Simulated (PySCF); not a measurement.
r2SCAN on Cs⁻ (caesium, charge -1), [Xe] 6s2, closed-shell 1S. All numbers are calculated (PySCF 2.14, a scalar-relativistic core potential, in def2-QZVPPD with the def2 core potential (46 electrons) (6s5p4d3f, 62 functions)).

```
cycle= 1 E= -20.161795972543  delta_E= -0.00148  |g|= 0.0177  |ddm|= 4.89
cycle= 2 E= -20.1621241204463  delta_E= -0.000328  |g|= 0.0109  |ddm|= 0.559
cycle= 3 E= -20.1622855713185  delta_E= -0.000161  |g|= 0.000266  |ddm|= 0.376
cycle= 4 E= -20.1622859368955  delta_E= -3.66e-07  |g|= 4.72e-05  |ddm|= 0.0857
cycle= 5 E= -20.1622859584161  delta_E= -2.15e-08  |g|= 1.2e-05  |ddm|= 0.0266
cycle= 6 E= -20.1622859591658  delta_E= -7.5e-10  |g|= 1.45e-06  |ddm|= 0.00411
converged SCF energy = -20.1622859591658  <S^2> = -1.2434498e-14  2S+1 = 1
```

Highest occupied orbital energy: 0.640 eV; ⟨L²⟩ = 0.00; populations by l: s 4.00, p 6.00, d 0.00, f 0.00.

Problem. Can this result be used?

Solution. With care. The calculation finished and met its thresholds. Energies and moments cover only the electrons outside the core potential. Spin-orbit coupling, which splits the p, d and f shells strongly at this Z, is absent. At r2SCAN the highest occupied level has a positive energy, so only the finite basis holds that electron; in a semilocal or global hybrid functional this comes from self-interaction and does not mean that the real anion is unbound.
